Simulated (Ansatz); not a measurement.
Ansatz (a program for electronic structure) input (PBE/LANL2DZ): The .json file is the Basis Set Exchange's LANL2DZ.

Ansatz 0.2 input:
```yaml
crystal:
  periodic: [false, false, false]
  atoms:
    - {symbol: N, position_ang: [0.53327400, 1.53199500, -1.18050400]}
    - {symbol: Si, position_ang: [0.09941500, 0.13073900, -0.47653400]}
    - {symbol: N, position_ang: [1.45401600, -0.99162700, -0.54197700]}
    - {symbol: N, position_ang: [-1.39254100, -0.67725300, -0.94599700]}
    - {symbol: Cl, position_ang: [-0.36231000, 0.08124200, 1.72455300]}
    - {symbol: H, position_ang: [-0.20489400, 2.21120600, -1.32460800]}
    - {symbol: H, position_ang: [1.56848900, -1.55183500, 0.29232900]}
    - {symbol: H, position_ang: [2.31131000, -0.47649600, -0.70288100]}
    - {symbol: H, position_ang: [-1.69755200, -1.42057800, -0.33142400]}
    - {symbol: H, position_ang: [-1.37313800, -1.01554700, -1.89999200]}
basis:
  gaussian:
    orbitals: LANL2DZ.json
hamiltonian:
  xc: {name: PBE}
total_charge: -1
output: {forces: true}
```

Output:

```
Functional definition: PBE
integrals: 0.02 GiB planned
731 factors; integrals over basis functions are off by at most 6.0e-4 eV
mean field: 0.11 GiB planned
mean field evaluation 1: about -5045.2871 eV, gradient 8.2e1 eV
mean field evaluation 2: about -4970.3529 eV, gradient 1.6e2 eV
mean field evaluation 4: about -5060.5572 eV, gradient 1.1e1 eV
mean field evaluation 8: about -5060.7882 eV, gradient 3.9e-1 eV
mean field evaluation 16: about -5060.7885 eV, gradient 3.1e-5 eV
mean field -5060.78854050 eV, -185.9805485375 hartree, gradient 3.1e-5 eV, S^2 0.000000; 0 other end points of the search recorded, 0 dependent functions left out
the calculation of the forces begins
reference -5060.78856903 eV, -185.9805495862 hartree; 19, 19 occupied and 34, 34 virtual orbitals, 731 factors
Total energy: -5060.78856903 eV, -185.9805495862 hartree
Atom 0 at     0.533274     1.531995    -1.180504 Å, force     0.881155     1.108913    -0.704994 eV/Å
Atom 1 at     0.099415     0.130739    -0.476534 Å, force    -0.281991    -0.448023    -0.226954 eV/Å
Atom 2 at     1.454016    -0.991627    -0.541977 Å, force     0.191395    -0.157035     0.048536 eV/Å
Atom 3 at    -1.392541    -0.677253    -0.945997 Å, force    -0.125975    -0.280566    -0.074060 eV/Å
Atom 4 at    -0.362310     0.081242     1.724553 Å, force    -0.271650    -0.112461     1.371884 eV/Å
Atom 5 at    -0.204894     2.211206    -1.324608 Å, force    -0.409042     0.770598    -0.255138 eV/Å
Atom 6 at     1.568489    -1.551835     0.292329 Å, force     0.042651    -0.702340     0.484988 eV/Å
Atom 7 at     2.311310    -0.476496    -0.702881 Å, force     0.664063     0.257359    -0.422218 eV/Å
Atom 8 at    -1.697552    -1.420578    -0.331424 Å, force    -0.508700    -0.376700     0.546237 eV/Å
Atom 9 at    -1.373138    -1.015547    -1.899992 Å, force    -0.181907    -0.059744    -0.768282 eV/Å
Dipole moment:    -0.130181    -0.750414     0.156681 e Å
```

The dipole moment of an ion depends on the origin.

The geometry given is a B3LYP-D3(BJ)/def2-TZVP minimum.
